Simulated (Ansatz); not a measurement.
Ge₂H₆O, SMILES [GeH3][O][GeH3].

Geometry optimised at PBE0-D3(BJ)/def2-SVP.

Two levels are set side by side: PBE/def2-SVPD (Ansatz, a quantum-chemistry and plane-wave program) and CAM-B3LYP/def2-SVPD (Ansatz). Energy differences of separate SCF runs at the same geometry; the states with an electron removed or added have multiplicity 2 and 2. Differences are taken from unrounded values.

```
quantity                           CAM-B3LYP
---------------------------------  ---------
vertical ionisation energy (eV)        10.37
vertical singlet–triplet gap (eV)       6.24
```

Q: What does PBE give, and how far is it from CAM-B3LYP? (An estimate is asked for; the answer gives what the named calculation found.)

A: 
```json
[
 {"quantity": "vertical ionisation energy (eV)", "PBE": "9.80", "PBE minus CAM-B3LYP": "-0.57"},
 {"quantity": "vertical singlet–triplet gap (eV)", "PBE": "5.47", "PBE minus CAM-B3LYP": "-0.76"}
]
```
